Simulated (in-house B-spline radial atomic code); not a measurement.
## Response and correlation of neutral barium

Closed shell [Xe] 6s2. Computed with an all-electron radial atomic-structure program (B-spline basis): Dirac-Hartree-Fock, relativistic RPA (time-dependent Dirac-Hartree-Fock) for the response and second-order many-body perturbation theory for correlation, no-pair Dirac-Coulomb Hamiltonian, finite nucleus.

Command:
```bash
python run_mb.py task.json out
```
Settings (nuclear radius in fm, box in bohr, cutoff in hartree):
```
basis_form          2
Z                   56
core_configuration  [Xe] 6s2
rms_radius          4.8378
mass_number         138
speed_of_light      137.036
box_radius          45.0
lmax                7
intervals           67
virtual_cutoff      78400.0
```

Run time, properties included: 8.9 s on 1 thread of Intel(R) Xeon(R) 6975P-C, on a shared host.

```csv
"multipole (bohr³, bohr⁵, bohr⁷)",uncoupled,coupled RPA
dipole,219.14,324.02
quadrupole,4978.3,?
octupole,210910,346340
```

Question: What is the coupled quadrupole polarisability?

Answer: 9972.2 atomic units, +100 % against the uncoupled value.

Question: Which subshells carry the dipole polarisability?

Answer: 6s1/2 102.8 %, 5p3/2 -1.9 %, 5p1/2 -0.8 %.

Question: What does the dipole shielding factor come to?

Answer: The dipole shielding factor is 0.999, against the exact N/Z = 56/56 = 1.000 of the non-relativistic theorem.

Dipole polarisability at imaginary frequency:

| u (Eh) | α(iu) (bohr³) |
| --- | --- |
| 0 | 323.4 |
| 0.02 | 305.8 |
| 0.05 | 238.7 |
| 0.1 | 136.9 |
| 0.15 | 83.06 |
| 0.2 | 55.77 |
| 0.3 | 31.62 |
| 0.4 | 21.58 |
| 0.5 | 16.29 |
| 0.7 | 10.76 |
| 1 | 6.837 |
| 1.5 | 3.924 |
| 2 | 2.592 |
| 3 | 1.426 |
| 5 | 0.6556 |
| 10 | 0.2088 |

Question: What dispersion coefficients follow for two such atoms?

Answer: C6 = (3/π)∫α(iu)²du = 6868 hartree·bohr⁶ and C8 = 1.065e+06 hartree·bohr⁸.

Question: How good is RPA here?

Answer: The recommended dipole polarisability is 272 bohr³ (Schwerdtfeger and Nagle, table of static dipole polarizabilities (2023 update)); RPA is off by +19 %, the part due to correlation beyond RPA.

Lowest J = 1 odd-parity excitations:

```tsv
energy (eV)	oscillator strength	leading channel	weight
9.5704e-07	1.13e-27	4s1/2 → p1/2	0.44
2.2056	1.98	6s1/2 → p3/2	0.697
3.0873	0.000117	6s1/2 → p1/2	0.734
3.2685	0.12	6s1/2 → p3/2	0.733
3.6829	7e-05	6s1/2 → p1/2	0.747
3.7593	0.029	6s1/2 → p3/2	0.746
4.1096	9.77e-05	6s1/2 → p1/2	0.757
```

For an outer ns² shell RPA puts the lowest triplet far too low, and second order misses the ns²-np² near-degeneracy.

Second-order correlation energy by the highest angular momentum of the excited pair (hartree): s -0.02665, p -0.2574, d -0.8116, f -1.346, g -0.4279, h -0.1857, i -0.0847, k -0.0432.

Question: What is the second-order correlation energy at the partial-wave limit?

Answer: The listed waves sum to -3.1832 hartree; extrapolating the increments as (l + 1/2)⁻⁴ gives -3.2715 hartree, -1.59 eV per electron.
